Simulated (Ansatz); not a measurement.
Ga3N3H12⁺, a cluster cut from wurtzite GaN (hydrogen-capped). The state is a doublet with charge 1. Geometry PBE0-D4/def2-SVP, that of the neutral singlet; atoms count from 1.

```xyz
18

N     1.505   -0.581    0.847
Ga    0.130   -1.988    0.438
N    -0.832   -1.169   -1.123
Ga    0.960    1.313    1.231
N    -0.095    1.771   -0.416
Ga   -1.665    0.654   -0.981
H     1.974   -0.904    1.697
H     2.243   -0.598    0.141
H     0.920   -3.237   -0.126
H    -0.870   -2.052    1.645
H    -0.252   -1.225   -1.961
H    -1.609   -1.804   -1.322
H     2.281    2.181    1.174
H    -0.028    1.295    2.449
H     0.535    1.916   -1.206
H    -0.479    2.703   -0.238
H    -2.691    0.626    0.204
H    -2.025    1.099   -2.455
```

Question: Estimate the Mulliken populations from the PBE0/def2-TZVP orbitals of Ansatz.

Answer: 
```json
{"atom": "N1", "charge (e)": "-0.57", "spin (α − β)": "0.05"}
{"atom": "Ga2", "charge (e)": "0.29", "spin (α − β)": "0.05"}
{"atom": "N3", "charge (e)": "-0.58", "spin (α − β)": "0.01"}
{"atom": "Ga4", "charge (e)": "0.29", "spin (α − β)": "0.04"}
{"atom": "N5", "charge (e)": "-0.57", "spin (α − β)": "0.05"}
{"atom": "Ga6", "charge (e)": "0.29", "spin (α − β)": "0.05"}
{"atom": "H7", "charge (e)": "0.29", "spin (α − β)": "0.00"}
{"atom": "H8", "charge (e)": "0.28", "spin (α − β)": "0.00"}
{"atom": "H9", "charge (e)": "0.02", "spin (α − β)": "0.15"}
{"atom": "H10", "charge (e)": "0.01", "spin (α − β)": "0.07"}
{"atom": "H11", "charge (e)": "0.28", "spin (α − β)": "0.00"}
{"atom": "H12", "charge (e)": "0.29", "spin (α − β)": "0.00"}
{"atom": "H13", "charge (e)": "0.07", "spin (α − β)": "0.26"}
{"atom": "H14", "charge (e)": "0.01", "spin (α − β)": "0.05"}
{"atom": "H15", "charge (e)": "0.28", "spin (α − β)": "0.00"}
{"atom": "H16", "charge (e)": "0.29", "spin (α − β)": "0.00"}
{"atom": "H17", "charge (e)": "0.01", "spin (α − β)": "0.07"}
{"atom": "H18", "charge (e)": "0.02", "spin (α − β)": "0.15"}
```
Mulliken values depend strongly on the basis.

Question: Where does the spin sit?

Answer: Summed by element: N 0.11, Ga 0.13, H 0.76, of 1 unpaired in all. Largest on single atoms: H13 0.26, H9 0.15, H18 0.15.

Question: And the Mayer bond orders between heavy atoms (over 0.3)?

Answer: N1–Ga2 0.65 (2.01 Å); N1–Ga4 0.69 (2.01 Å); Ga2–N3 0.68 (2.01 Å); N3–Ga6 0.68 (2.01 Å); Ga4–N5 0.69 (2.01 Å); N5–Ga6 0.65 (2.01 Å).
